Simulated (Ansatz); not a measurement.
(H2B-mu-SH)2 (B₂H₆S₂). The state is a triplet with charge 0. Geometry PBE-D4/def2-SVP, that of the neutral singlet; atoms count from 1.

```xyz
10

B     0.9986    0.0760    0.8403
H     1.2372   -0.9435    1.4610
H     1.6962    1.0479    1.0556
S    -0.9355    0.4163    1.0812
B    -0.9765   -0.6331   -0.5955
H    -1.7306   -0.1826   -1.4357
H    -1.1286   -1.7929   -0.2588
S     0.9369   -0.4524   -1.0653
H    -0.9923    1.6699    0.5402
H     0.8945    0.7945   -1.6229
```

At PBE0-D4/def2-TZVP a singlet of charge 0 lies 6.15 eV below the triplet at the same geometry.

Estimate the Mulliken populations from the PBE0/def2-TZVP orbitals of Ansatz.


```
atom  charge (e)  spin (α − β)
  B1       -0.31          0.42
  H2        0.04          0.01
  H3        0.10          0.09
  S4       -0.01          0.49
  B5       -0.31          0.42
  H6        0.10          0.09
  H7        0.04          0.01
  S8       -0.01          0.49
  H9        0.17         -0.01
 H10        0.17         -0.01
```
Mulliken values and Mayer orders depend strongly on the basis.

Where does the spin sit?

Summed by element: B 0.83, H 0.19, S 0.97, of 2 unpaired in all. Largest on single atoms: S4 0.49, S8 0.49, B1 0.42.

And the Mayer bond orders between bonded heavy atoms (over 0.3)?

B1–S4 0.78 (1.98 Å); B1–S8 0.78 (1.98 Å); S4–B5 0.78 (1.98 Å); B5–S8 0.78 (1.98 Å).
